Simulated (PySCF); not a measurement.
CH₃NO, charge +1, doublet, geometry from GFN2-xTB (a state made from the parent by changing its charge; the spin is typed, not shown lowest); PySCF with DF-CCSD(T)/3-21G.

Input for PySCF:
```python
from pyscf import gto, scf, cc

mol = gto.M(
    atom='''
N    -1.07509974    0.20433876    0.11666389
C     0.21158204    0.22817973   -0.04331831
O     1.10820948   -0.55611055   -0.09405105
H    -1.54880391   -0.69423290    0.24305677
H    -1.66441500    1.03134451    0.12637816
H     0.60374895    1.31232308   -0.17376392
''',
    basis='3-21g',
    charge=1,
    spin=1,
    verbose=3,
)

mf = scf.UHF(mol)
mf = mf.density_fit(auxbasis='def2-universal-jkfit')
mf.kernel()

mycc = cc.CCSD(mf)
mycc.kernel()
et = mycc.ccsd_t()
print('E(CCSD(T)) = %.10f' % (mycc.e_tot + et))
mf.analyze()
```

Output, abridged:

```
converged SCF energy = -167.661860961725  <S^2> = 0.76610066  2S+1 = 2.0160364
E(UCCSD) = -167.9714326594697  E_corr = -0.3095716977449617
UCCSD(T) correction = -0.00921656898455404
E(CCSD(T)) = -167.9806492285
**** MO energy ****
                             alpha | beta                alpha | beta
MO #1   energy= -20.8960511913698  | -20.856459262074   occ= 1 | 1
MO #2   energy= -15.8252852551933  | -15.8235417146509  occ= 1 | 1
MO #3   energy= -11.6299313258918  | -11.6353065614548  occ= 1 | 1
MO #4   energy= -1.85432988949148  | -1.74258427071538  occ= 1 | 1
MO #5   energy= -1.54463358247316  | -1.52996104496372  occ= 1 | 1
MO #6   energy= -1.15423464843642  | -1.12221676414833  occ= 1 | 1
MO #7   energy= -1.09618197312801  | -1.03772464357346  occ= 1 | 1
MO #8   energy= -1.03975500127336  | -0.984839195212118 occ= 1 | 1
MO #9   energy= -0.965462278421914 | -0.927485396513096 occ= 1 | 1
MO #10  energy= -0.956816019081367 | -0.880119231269672 occ= 1 | 1
MO #11  energy= -0.828007985241653 | -0.731179831554893 occ= 1 | 1
MO #12  energy= -0.747141678980296 | -0.221040821946687 occ= 1 | 0
MO #13  energy= -0.0962359145592764 | -0.0920872741294358 occ= 0 | 0
MO #14  energy= -0.000857575529997767 | 0.0212208144435695 occ= 0 | 0
MO #15  energy= 0.0340573251666538 | 0.0391484969298563 occ= 0 | 0
MO #16  energy= 0.104204527549236  | 0.114666137146304  occ= 0 | 0
MO #17  energy= 0.196737476637299  | 0.212702571172507  occ= 0 | 0
MO #18  energy= 0.328889261459409  | 0.371805913872351  occ= 0 | 0
MO #19  energy= 0.652029539510241  | 0.645995352997482  occ= 0 | 0
MO #20  energy= 0.696120567201373  | 0.692436520246249  occ= 0 | 0

To work with the spin densities directly, `use mulliken_meta_spin()` only printing them here.

 ** Mulliken spin pop alpha/beta on meta-lowdin orthogonal AOs **
 ** Mulliken Spin Density (per atom)  **
spin density of  0 N =      0.01927
spin density of  1 C =     -0.14342
spin density of  2 O =      0.99115
spin density of  3 H =      0.00350
spin density of  4 H =     -0.00215
spin density of  5 H =      0.13166
 ** Mulliken pop alpha/beta on meta-lowdin orthogonal AOs **
 ** Mulliken atomic charges   ( Nelec_alpha | Nelec_beta ) **
charge of  0N =     -0.28629  (     3.65278      3.63351 )
charge of  1C =      0.41449  (     2.72104      2.86447 )
charge of  2O =      0.03635  (     4.47740      3.48625 )
charge of  3H =      0.29820  (     0.35265      0.34915 )
charge of  4H =      0.31509  (     0.34138      0.34353 )
charge of  5H =      0.22216  (     0.45475      0.32309 )

WARN: System has nonzero charge 1; the dipole moment is origin-dependent.
Location of origin: [0. 0. 0.]

Dipole moment(X, Y, Z, Debye): -2.48479,  1.95785,  0.15695
```
